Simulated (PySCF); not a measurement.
**Solvent effects on NMR parameters**

Geometry:
```
atom   x (Å)   y (Å)   z (Å)
  C1  -1.899  -1.197   0.235
  C2  -1.234   0.143   0.548
  C3  -1.988   1.297  -0.098
  N4   0.161   0.187   0.164
  C5   1.102  -0.624   0.914
  C6   2.499  -0.255   0.421
  N7   2.380  -0.075  -1.017
 Si8   0.807   0.545  -1.416
  H9  -1.913  -1.373  -0.853
 H10  -2.938  -1.223   0.600
 H11  -1.360  -2.034   0.704
 H12  -1.276   0.292   1.646
 H13  -3.037   1.317   0.231
 H14  -1.522   2.260   0.156
 H15  -1.994   1.198  -1.197
 H16   1.008  -0.425   1.997
 H17   0.935  -1.712   0.768
 H18   2.841   0.664   0.942
 H19   3.214  -1.058   0.670
 H20   3.230   0.193  -1.497
 H21   0.733   2.004  -1.762
 H22   0.179  -0.177  -2.574
```

GIAO PBE0/pcSseg-1 in PySCF 2.14 on one PBE0-D3(BJ)/def2-SVP conformer, non-relativistic, equivalent nuclei averaged. Solvents enter as an IEF-PCM continuum (cyclohexane with ε = 2.0, acetonitrile with ε = 35.7) around the gas-phase geometry. Shifts are referred to TMS computed in the same medium.

Gas phase, δ in ppm: C5 51.6, C2 51.2, C6 47.2, C1/C3 23.0, Si8 -31.6, H21/H22 5.21, H18/H19 3.21, H12 2.86, H16/H17 2.85, H9/H10/H11/H13/H14/H15 1.17, H20 -0.23. Dipole moment 0.91 D.

(1) How does each δ change in the continuum?

(2) Which nuclei move most (in ppm), and what does the model miss?

## Answers

(1) 
```csv
atoms,environment,"Δδ, cyclohexane","Δδ, acetonitrile"
C5,sp3 CH2 bonded to N,+0.3,+0.8
C2,sp3 CH bonded to N,+0.3,+0.7
C6,sp3 CH2 bonded to N,+0.3,+0.8
C1/C3,methyl carbon,+0.2,+0.5
Si8,"silicon bonded to 2 N, 2 H, in a 5-membered ring",-0.3,-0.7
H21/H22,"hydrogen on a silicon bonded to 2 N, in a 5-membered ring",-0.04,-0.10
H18/H19,hydrogen on an sp3 CH2 bonded to N,+0.01,+0.03
H12,hydrogen on an sp3 CH bonded to N,+0.03,+0.08
H16/H17,hydrogen on an sp3 CH2 bonded to N,+0.02,+0.06
H9/H10/H11/H13/H14/H15,hydrogen on a methyl carbon,0.00,+0.01
H20,"hydrogen on a nitrogen bonded to C, Si, in a 5-membered ring",+0.23,+0.58
```

Changes are relative to the gas phase. The dipole moment becomes 1.01 D in cyclohexane, 1.19 D in acetonitrile.

(2) C5 (sp3 CH2 bonded to N, +0.8 ppm) and C6 (sp3 CH2 bonded to N, +0.8 ppm) in acetonitrile. A continuum only polarises the solute; specific hydrogen bonds, the anisotropy of aromatic solvents and changes of geometry or conformer are outside it.
